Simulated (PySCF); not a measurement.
BCl2HS. Atoms are numbered in the order given.

```xyz
5

B     -0.0003    -0.0121     0.0000
Cl     1.3720    -1.1111     0.0000
Cl    -1.6376    -0.6606     0.0000
S      0.3415     1.7513     0.0000
H     -0.9481     2.1574     0.0000
```
Charge 0, spin multiplicity 1.

The structure is a stationary point at TPSSh-D3(BJ)/def2-SVP. Other conformers were not sampled.

The numbers are results of TDA-PBE0/def2-SVPD run with PySCF, not measurements.

Vertical excitations. Isolated molecule, no solvent. State labels are in the subgroup Cs.

Q: List the lowest excited states. (Estimate from the structure and the level; the computed values follow.)

A: 
| state | symmetry | energy (eV) | λ (nm) | f | main pairs |
|---|---|---|---|---|---|
| S1 | A" | 6.15 | 202 | 0.000 | HOMO−1→LUMO 99 % |
| S2 | A' | 6.18 | 200 | 0.240 | HOMO→LUMO 93 % |
| S3 | A" | 6.37 | 195 | 0.001 | HOMO−2→LUMO 98 % |
| S4 | A" | 6.69 | 185 | 0.002 | HOMO→LUMO+1 76 %, HOMO→LUMO+2 21 % |
| S5 | A' | 7.20 | 172 | 0.134 | HOMO−3→LUMO 92 % |
| S6 | A" | 7.33 | 169 | 0.021 | HOMO→LUMO+2 73 %, HOMO→LUMO+1 22 % |
| S7 | A' | 7.89 | 157 | 0.002 | HOMO−1→LUMO+1 94 % |
| S8 | A" | 7.91 | 157 | 0.002 | HOMO−4→LUMO 97 % |
| S9 | A' | 8.17 | 152 | 0.006 | HOMO−2→LUMO+1 75 %, HOMO−1→LUMO+2 13 % |
| S10 | A" | 8.23 | 151 | 0.004 | HOMO→LUMO+3 88 % |
| T1 | A' | 4.80 | 258 | 0 | HOMO→LUMO 98 % |
| T2 | A" | 5.91 | 210 | 0 | HOMO−1→LUMO 78 %, HOMO−2→LUMO 16 % |
| T3 | A" | 6.08 | 204 | 0 | HOMO−2→LUMO 69 %, HOMO−1→LUMO 21 % |
| T4 | A" | 6.24 | 199 | 0 | HOMO→LUMO+1 62 %, HOMO→LUMO+2 23 %, HOMO−2→LUMO 13 % |
Triplets are in the Tamm–Dancoff approximation.
